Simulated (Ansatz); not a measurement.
Geometry optimisation of C$_{3}$H$_{6}$AlBr.

```yaml
crystal:
  periodic: [false, false, false]
  atoms:
    - {symbol: C, position_ang: [-0.365041, -0.543570, 1.320763]}
    - {symbol: C, position_ang: [-0.057709, 0.206428, 0.049479]}
    - {symbol: Br, position_ang: [1.173236, -2.839986, -1.560886]}
    - {symbol: C, position_ang: [-0.278519, 1.539565, -0.074783]}
    - {symbol: Al, position_ang: [0.690722, -0.610044, -1.557983]}
    - {symbol: H, position_ang: [-0.777114, 0.119428, 2.111186]}
    - {symbol: H, position_ang: [-1.095240, -1.361412, 1.139153]}
    - {symbol: H, position_ang: [0.543257, -1.040600, 1.724380]}
    - {symbol: H, position_ang: [-0.054491, 2.091784, -1.005844]}
    - {symbol: H, position_ang: [-0.699131, 2.147536, 0.751224]}
    - {symbol: H, position_ang: [0.985432, 0.233772, -2.875988]}
basis:
  gaussian: {orbitals: def2-TZVP}
hamiltonian: {xc: pbe0, dispersion: d4}
relax: {f_tol: 0.005, max_steps: 150}
```

```sh
$ ansatz run in.yaml --threads 4 --pin off --events-out ev --progress --plain --max-ram 10444MiB
```

Output, abridged:

```
Functional definition: PBE0
mean field -79839.46572613 eV, -2934.0462483019 hartree, gradient 4.1e-5 eV, S^2 0.000000; 0 other end points of the search recorded, 0 dependent functions left out
relax step   1: F+E_penalty+E_count = -79839.67766106 eV  Δ(F+E_penalty+E_count) = +0.000e0 eV  max|allowed force component| = 7.505e-1 eV/Å  Δτ_max = 0.0000 Å  (30 SCF iters, accepted)
mean field -79839.50671914 eV, -2934.0477547671 hartree, gradient 1.1e-5 eV, S^2 0.000000; 0 other end points of the search recorded, 0 dependent functions left out
relax step   2: F+E_penalty+E_count = -79839.72023031 eV  Δ(F+E_penalty+E_count) = -4.257e-2 eV  max|allowed force component| = 1.372e-1 eV/Å  Δτ_max = 0.0302 Å  (33 SCF iters, accepted)
mean field -79839.50661638 eV, -2934.0477509906 hartree, gradient 1.0e-5 eV, S^2 0.000000; 0 other end points of the search recorded, 0 dependent functions left out
relax step   3: F+E_penalty+E_count = -79839.72050541 eV  Δ(F+E_penalty+E_count) = -2.751e-4 eV  max|allowed force component| = 2.178e-1 eV/Å  Δτ_max = 0.0248 Å  (33 SCF iters, accepted)
mean field -79839.50908363 eV, -2934.0478416603 hartree, gradient 1.0e-5 eV, S^2 0.000000; 0 other end points of the search recorded, 0 dependent functions left out
relax step   4: F+E_penalty+E_count = -79839.72298155 eV  Δ(F+E_penalty+E_count) = -2.476e-3 eV  max|allowed force component| = 3.703e-2 eV/Å  Δτ_max = 0.0181 Å  (32 SCF iters, accepted)
mean field -79839.50929784 eV, -2934.0478495326 hartree, gradient 1.0e-5 eV, S^2 0.000000; 0 other end points of the search recorded, 0 dependent functions left out
relax step   5: F+E_penalty+E_count = -79839.72310086 eV  Δ(F+E_penalty+E_count) = -1.193e-4 eV  max|allowed force component| = 6.480e-3 eV/Å  Δτ_max = 0.0029 Å  (33 SCF iters, accepted)
mean field -79839.50934090 eV, -2934.0478511148 hartree, gradient 1.0e-5 eV, S^2 0.000000; 0 other end points of the search recorded, 0 dependent functions left out
relax step   6: F+E_penalty+E_count = -79839.72311327 eV  Δ(F+E_penalty+E_count) = -1.241e-5 eV  max|allowed force component| = 4.544e-3 eV/Å  Δτ_max = 0.0019 Å  (34 SCF iters, accepted)
mean field -79839.50947114 eV, -2934.0478559012 hartree, gradient 1.0e-5 eV, S^2 0.000000; 0 other end points of the search recorded, 0 dependent functions left out
relax step   7: F+E_penalty+E_count = -79839.72313983 eV  Δ(F+E_penalty+E_count) = -2.657e-5 eV  max|allowed force component| = 6.649e-3 eV/Å  Δτ_max = 0.0078 Å  (34 SCF iters, accepted)
mean field -79839.50952964 eV, -2934.0478580509 hartree, gradient 1.0e-5 eV, S^2 0.000000; 0 other end points of the search recorded, 0 dependent functions left out
relax step   8: F+E_penalty+E_count = -79839.72314341 eV  Δ(F+E_penalty+E_count) = -3.581e-6 eV  max|allowed force component| = 3.837e-3 eV/Å  Δτ_max = 0.0044 Å  (34 SCF iters, accepted)
mean field -79839.50952964 eV, -2934.0478580509 hartree, gradient 1.0e-5 eV, S^2 0.000000; 1 other end points of the search recorded, 0 dependent functions left out
Total energy: -79839.72317797 eV, -2934.0557094822 hartree
Atom 0 at    -0.363122    -0.535279     1.317130 Å, force     0.000354     0.000764    -0.002646 eV/Å
Atom 1 at    -0.054289     0.199597     0.049500 Å, force    -0.000981    -0.000139     0.002802 eV/Å
Atom 2 at     1.159811    -2.816207    -1.570887 Å, force    -0.001176     0.000244     0.001467 eV/Å
Atom 3 at    -0.275977     1.512665    -0.074951 Å, force     0.001256    -0.001463    -0.001197 eV/Å
Atom 4 at     0.687887    -0.601879    -1.546604 Å, force     0.002443    -0.001712    -0.003837 eV/Å
Atom 5 at    -0.771579     0.129484     2.084377 Å, force    -0.000092    -0.000043     0.000131 eV/Å
Atom 6 at    -1.083873    -1.339254     1.140756 Å, force     0.000058    -0.000535     0.000361 eV/Å
Atom 7 at     0.531752    -1.017447     1.721610 Å, force     0.000267     0.000189     0.000217 eV/Å
Atom 8 at    -0.054867     2.054185    -0.992245 Å, force     0.000192     0.000188    -0.000854 eV/Å
Atom 9 at    -0.690486     2.111832     0.736849 Å, force    -0.001417     0.001331     0.001970 eV/Å
Atom 10 at     0.980146     0.245203    -2.844831 Å, force    -0.000904     0.001175     0.001587 eV/Å
Dipole moment:    -0.136209     0.310247     0.196306 e Å
```

It took 41 s on 4 threads of an Arm Neoverse V1 on a shared host, with 0.67 GiB of host memory at the peak.
